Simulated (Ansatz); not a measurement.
Relaxation of CH$_{5}$NOSi (9 atoms, charge 0, multiplicity 1), to a largest force component of 0.015 eV/Å in at most 40 steps.

Method: RKS revPBE-D4/6-31G* in Ansatz.

```xyz
9
Properties=species:S:1:pos:R:3:forces:R:3
N -0.370 1.289 0.075 0.70 0.23 -0.48
C -0.213 -0.080 0.573 -0.16 0.05 0.03
Si 0.822 -1.071 -0.682 -1.79 1.24 1.01
O 2.166 -1.674 -0.358 2.31 -1.11 0.24
H -0.938 1.292 -0.765 -0.38 0.10 -0.31
H -0.841 1.869 0.762 -0.26 0.24 0.26
H 0.303 -0.012 1.536 0.34 -0.25 0.17
H -1.174 -0.582 0.768 -0.37 -0.43 0.12
H 0.074 -1.193 -1.922 -0.38 -0.08 -1.04
```

Q: Where does it end, and by what steps?

A: The run converged. After 19 steps the energy has fallen by 0.392 eV; H6 moved furthest, 1.23 Å. Joined: N1–Si3.

| step | energy less start (eV) | largest force component (eV/Å) | accepted |
| --- | --- | --- | --- |
| 0 | 0.0000 | 2.307 | yes |
| 1 | -0.1383 | 0.996 | yes |
| 2 | -0.1755 | 0.277 | yes |
| 3 | -0.1867 | 0.281 | yes |
| 4 | -0.2019 | 0.133 | yes |
| 5 | -0.2055 | 0.138 | yes |
| 6 | -0.2117 | 0.130 | yes |
| 7 | -0.2219 | 0.353 | yes |
| 8 | -0.2338 | 0.622 | yes |
| 9 | -0.2543 | 1.038 | yes |
| 10 | -0.2892 | 1.003 | yes |
| 11 | -0.3176 | 1.017 | yes |
| 12 | -0.3453 | 0.470 | yes |
| 13 | -0.3634 | 0.360 | yes |
| 14 | -0.3854 | 0.126 | yes |
| 15 | -0.3862 | 0.213 | yes |
| 16 | -0.3907 | 0.084 | yes |
| 17 | -0.3919 | 0.052 | yes |
| 18 | -0.3923 | 0.036 | yes |
| 19 | -0.3924 | 0.013 | yes |

```xyz
9
Properties=species:S:1:pos:R:3
N -0.241 0.908 -0.136
C -0.460 -0.322 0.765
Si 0.743 -0.813 -0.600
O 2.297 -0.860 -0.521
H -1.083 1.283 -0.583
H 0.287 1.658 0.319
H -0.117 -0.137 1.791
H -1.507 -0.653 0.738
H -0.091 -1.227 -1.786
```

Time of the run: 87 s on 1 CPU thread of a shared host.
